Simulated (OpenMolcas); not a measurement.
Computed levels of 3d² in ions with 20 electrons, in cm-1 above ³F₂.

```
Program             : OpenMolcas 26.06
Method              : SS-CASPT2, IPEA 0.25 Eh, imaginary shift 0.1 Eh
Basis               : ANO-R2
Scalar Hamiltonian  : X2C, finite nucleus
Spin-orbit coupling : RASSI with atomic mean-field integrals over the reference wave functions, term energies averaged over their components
```

Active space for each ion: 2 electrons in 5 orbitals (3d); closed shells correlated by CASPT2: 3s 3p.

```json
{"Level": "³F₃", "Ti2+": "188", "V3+": "317", "Mn5+": "742"}
{"Level": "³F₄", "Ti2+": "433", "V3+": "725", "Mn5+": "1677"}
{"Level": "¹D₂", "Ti2+": "7900", "V3+": "10600", "Mn5+": "15300"}
{"Level": "³P₀", "Ti2+": "11130", "V3+": "13650", "Mn5+": "18570"}
{"Level": "³P₁", "Ti2+": "11190", "V3+": "13760", "Mn5+": "18830"}
{"Level": "³P₂", "Ti2+": "11330", "V3+": "13990", "Mn5+": "19420"}
{"Level": "¹G₄", "Ti2+": "14790", "V3+": "18830", "Mn5+": "26340"}
{"Level": "¹S₀", "Ti2+": "31910", "V3+": "42890", "Mn5+": "60570"}
```

Q: Estimate ³F₄, ¹D₂, ³P₀ for Cr4+ from its neighbours V3+ and Mn5+.

A: ³F₄ is fine structure, which grows about as the fourth power of a screened charge, so the fourth roots are averaged: ((725^0.25 + 1677^0.25) / 2)^4 = 1127. The calculation gives 1171, so the estimate is off by -3.8 %; the measured value is 1142 (Sugar and Corliss, J. Phys. Chem. Ref. Data 6, 317 (1977)).
¹D₂ is another term, which grows about linearly with the charge: (10600 + 15300) / 2 = 12950. The calculation gives 13500, so the estimate is off by -4.1 %; the measured value is 13188 (Sugar and Corliss, J. Phys. Chem. Ref. Data 6, 317 (1977)).
³P₀ is another term, which grows about linearly with the charge: (13650 + 18570) / 2 = 16110. The calculation gives 16280, so the estimate is off by -1.0 %; the measured value is 15492 (Sugar and Corliss, J. Phys. Chem. Ref. Data 6, 317 (1977)).

Term energies are means over components that CASPT2 splits; among the terms shown or strongly mixed into the levels shown the widest spread is 860 cm-1 (3d² ¹G, V3+). Computed and measured levels are paired by configuration, term and J; levels that our copy of the source lacks, or whose pairing is in doubt (as where it misses far off the trend of its configuration), stay unpaired and out of the deviations. Only configurations of the active space appear.
